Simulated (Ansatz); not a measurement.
Molecule: sum formula AlNH2Cl2, net charge 0, singlet state. SMILES: [NH2][Al]([Cl])[Cl]
Structure (B3LYP-D3(BJ)/def2-TZVP (Ansatz, a first-principles code) minimum search):
```xyz
6

N     -2.0698    -0.2339     0.0098
Al    -0.3309    -0.0374     0.0016
Cl     0.5045     1.8721    -0.1477
Cl     0.9109    -1.7122     0.1410
H     -2.7288     0.5255    -0.0538
H     -2.5421    -1.1211     0.0789
```

Property: vertical ionisation energy (to the doublet state of charge +1; each state is the SCF solution reached for its spin), in eV. Cores are frozen in the correlated levels unless marked. UHF or UKS for open shells. No spin-orbit coupling. No relativistic terms. Basis-set limits of correlation are two-point, X^-3; Hartree-Fock from the larger set.

```json
[
 {"level": "PBE/def2-TZVPD", "program": "Ansatz", "vertical ionisation energy (eV)": "?"},
 {"level": "r2SCAN/def2-TZVPD", "program": "Ansatz", "vertical ionisation energy (eV)": "10.16"},
 {"level": "B3LYP/def2-TZVPD", "program": "Ansatz", "vertical ionisation energy (eV)": "?"},
 {"level": "wB97M-V/def2-TZVPD", "program": "Ansatz", "vertical ionisation energy (eV)": "?"},
 {"level": "SCS-MP2/aug-cc-pV(D+d)Z", "program": "Ansatz", "vertical ionisation energy (eV)": "10.46"},
 {"level": "SCS-MP2/aug-cc-pV(T+d)Z", "program": "Ansatz", "vertical ionisation energy (eV)": "10.60"},
 {"level": "SCS-MP2/aug-cc-pV(Q+d)Z", "program": "Ansatz", "vertical ionisation energy (eV)": "10.68"},
 {"level": "CCSD/aug-cc-pV(D+d)Z", "program": "Ansatz", "vertical ionisation energy (eV)": "10.32"},
 {"level": "CCSD/aug-cc-pV(Q+d)Z", "program": "Ansatz", "vertical ionisation energy (eV)": "10.49"},
 {"level": "CCSD(T)/CBS(aug-cc-pV(T+d)Z,aug-cc-pV(Q+d)Z)", "program": "Ansatz", "vertical ionisation energy (eV)": "10.64"}
]
```

Question: Complete the blanks.

Answer: 
- PBE/def2-TZVPD, vertical ionisation energy (eV): 10.05
- B3LYP/def2-TZVPD, vertical ionisation energy (eV): 10.35
- wB97M-V/def2-TZVPD, vertical ionisation energy (eV): 10.53
